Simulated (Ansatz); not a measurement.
Ansatz (a program for electronic structure) input (CCSD(T)/cc-pV(D+d)Z):
A basis named .json is the Basis Set Exchange file of that set.

Ansatz 0.2 input:
```yaml
crystal:
  periodic: [false, false, false]
  atoms:
    - {symbol: Si, position_ang: [-0.00277911, 0.32837953, 1.03600486]}
    - {symbol: O, position_ang: [-1.07499468, 0.58739374, -0.33825199]}
    - {symbol: C, position_ang: [-2.04441457, -0.36671812, -0.62748010]}
    - {symbol: O, position_ang: [1.25387233, -0.63343331, 0.30153774]}
    - {symbol: C, position_ang: [1.85101559, -0.23883265, -0.89955702]}
    - {symbol: H, position_ang: [0.68428275, 1.71556768, 0.82108655]}
    - {symbol: H, position_ang: [-1.68239926, -1.12746627, -1.34026849]}
    - {symbol: H, position_ang: [-2.38037765, -0.90774642, 0.27447996]}
    - {symbol: H, position_ang: [-2.92623956, 0.11085819, -1.08196529]}
    - {symbol: H, position_ang: [2.65741969, -0.93973525, -1.16317012]}
    - {symbol: H, position_ang: [1.13275246, -0.21923774, -1.73187016]}
    - {symbol: H, position_ang: [2.28284170, 0.77206769, -0.82642399]}
basis:
  gaussian:
    orbitals: cc-pV_D+d_Z.json
total_charge: -1
magnetization: {spin_polarized: false}
correlation: {method: ccsd_t, electrons: outside_noble_gas}
```

Output:

```
Functional definition: HF
integrals: 0.18 GiB planned
1075 factors; integrals over basis functions are off by at most 1.0e-3 eV
0.68 GiB of device memory are held for the factors and their scratch space
mean field: 0.47 GiB planned
mean field evaluation 1: about -14106.8877 eV, gradient 2.6e1 eV
mean field evaluation 2: about -14107.0397 eV, gradient 2.6e1 eV
mean field evaluation 4: about -14108.9762 eV, gradient 4.2e0 eV
mean field evaluation 8: about -14109.0190 eV, gradient 1.8e-1 eV
mean field evaluation 16: about -14108.6089 eV, gradient 9.4e0 eV
mean field -14109.01924907 eV, -518.4968939665 hartree, gradient 1.3e-6 eV, S^2 0.000000; 0 other end points of the search recorded, 0 dependent functions left out
9 core orbitals not correlated
reference -14109.01924907 eV, -518.4968939665 hartree; 16, 16 occupied and 89, 89 virtual orbitals, 1075 factors
second order -20.76497045 eV of doubles, -0.00000000 eV of singles
coupled cluster: 2.86 GiB planned
cycle   1  -21.51427254 eV  change   -7.5e-1 eV  update   1.1e-1
cycle   2  -22.12283442 eV  change   -6.1e-1 eV  update   3.3e-2
cycle   3  -22.26831231 eV  change   -1.5e-1 eV  update   1.8e-2
cycle   4  -22.25883819 eV  change    9.5e-3 eV  update   4.0e-3
cycle   5  -22.25846157 eV  change    3.8e-4 eV  update   1.8e-3
cycle   6  -22.25892172 eV  change   -4.6e-4 eV  update   5.7e-4
cycle   7  -22.25858394 eV  change    3.4e-4 eV  update   2.3e-4
cycle   8  -22.25851242 eV  change    7.2e-5 eV  update   7.3e-5
cycle   9  -22.25853979 eV  change   -2.7e-5 eV  update   3.0e-5
perturbative correction -0.59294527 eV, -0.0217903366 hartree
Total energy: -14131.87073412 eV, -519.3366705528 hartree
```

It need not be the lowest isomer of its formula. Whether it binds its extra electron was not tested at this geometry.
